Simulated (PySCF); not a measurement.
Computed shifts of a molecule C₃H₅NOSi, PBE/pcSseg-1 (PySCF), GIAO, gas phase, atoms alike by connectivity averaged where their shifts nearly agree, in ppm (number of nuclei): ¹³C: 151.9 (1), 135.3 (1), 114.7 (1). ²⁹Si: -0.1 (1). ¹⁵N: 190.1 (1). ¹H: 7.09 (2), 6.46 (1), 5.96 (2). References: ¹³C against TMS (σ = 182.0 ppm); ²⁹Si against TMS (σ = 335.4 ppm); ¹⁷O against H2O (σ = 334.3 ppm); ¹⁵N against NH3 (σ = 267.0 ppm); ¹H against TMS (σ = 31.49 ppm), references at their B3LYP-D3(BJ)/def2-TZVP geometries, non-relativistic. Geometry: PBE-D3(BJ)/def2-SVP. One conformer was computed; it need not be the lowest.

Q: Which molecule gave these data?
(A) N#C/C=C\O[SiH3]
(B) C=CC1=N[SiH2]O1
(C) O=C1C[SiH2]C=N1
(D) C=C[SiH2]OC#N

A: D, C=C[SiH2]OC#N
